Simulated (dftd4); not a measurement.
B2F3 (SMILES F[B]B(F)F), doublet, at a GFN2-xTB geometry; D4 for revpbe (dftd4 4.2.0).

dftd4 was given this input:
```
$ dftd4 mol.xyz --func revpbe --charge 0 --json dftd4.json --noedisp --grad

# file mol.xyz
5

F      2.28800819    -0.25131237    -0.03783998
B      1.01482057    -0.12552342     0.08614484
B     -0.53657336     0.05826643     0.01378160
F     -1.15328058     1.24668203     0.14170634
F     -1.40042050    -0.95800468    -0.15938105
```

What the program printed (banner, timings and long lists left out):

```
                    ____  _____ _____     ____  _  _
      -------------|  _ \|  ___|_   _|---|  _ \| || |------------
     |             | | | | |_    | | ___ | | | | || |_           |
     |             | |_| |  _|   | ||___|| |_| |__   _|          |
     |             |____/|_|     |_|     |____/   |_|            |
     |             ===================================           |
     |            E. Caldeweyher, S. Ehlert & S. Grimme          |
     |          Mulliken Center for Theoretical Chemistry        |
     |                    University of Bonn                     |
      -----------------------------------------------------------

Rational (Becke-Johnson) damping: revpbe-D4-ATM
---------------------
  s6         1.0000
  s8         1.7468
  s9         1.0000
  a1         0.5363
  a2         3.0726
 alp        16.0000
--------------------

Dispersion energy:      -8.6554447717716E-03 Eh

Gradient norm:           1.0562436923069E-03 Eh/a0
--------------------------------------------------
     #    Z           dE/dx      dE/dy      dE/dz
--------------------------------------------------
     1    9 F     5.129E-04 -5.651E-05 -7.202E-06
     2    5 B     4.681E-04 -5.501E-05  1.856E-05
     3    5 B    -2.722E-04  2.931E-05  8.871E-06
     4    9 F    -3.119E-04  4.206E-04  4.171E-05
     5    9 F    -3.969E-04 -3.384E-04 -6.194E-05
--------------------------------------------------

Virial:
--------------------------------------------------
      component           x          y          z
--------------------------------------------------
          x       5.122E-03 -4.007E-04  6.848E-05
          y      -4.007E-04  1.647E-03  2.104E-04
          z       6.848E-05  2.104E-04  3.359E-05
--------------------------------------------------

[Info] Dispersion results written to 'dftd4.txt'
[Info] JSON dump of results written to 'dftd4.json'
```
